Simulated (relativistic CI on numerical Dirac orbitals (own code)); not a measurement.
Method of calculation: Dirac-Coulomb-Breit CI, KLI orbitals optimised for each configuration, a model potential for QED, unscaled Slater integrals (own radial code, finite nucleus).

The strongest absorption lines from the ground level of an ion, among the configurations computed and to levels below about 24300 eV (vacuum wavelength in Å, gf): 0.5096 (0.011), 0.5158 (0.02), 0.5278 (0.042), 0.5283 (0.014), 0.5556 (0.11), 0.5569 (0.039), 0.6536 (0.56), 0.6595 (0.2).

Which ion is it?
A. Br XXXIV
B. Tc XLII
C. Tc XL
D. Ag XLVI

B. Tc XLII has 2 electrons and the ground level 1s² ¹S0; the strongest line goes to 1s2p ¹P°1. The pattern of lines fixes the number of electrons, and along that sequence the line energies rise steadily with the charge (about as its square where n changes within one kind of shell, about linearly where n is kept but much faster in heavy ions where fine structure, which grows about as Z⁴, sets the gap, and irregularly where shells cross), which fixes Z. Configurations outside the model, such as inner-shell arrays, can give stronger lines. At this charge energies of transitions that change n are usually good to better than 1 %, and those within a shell (Δn = 0) to a few per cent.

LS names give the leading component of a level, which can be under half, so a name can repeat, a term be missing and a line seem to break the LS rules.
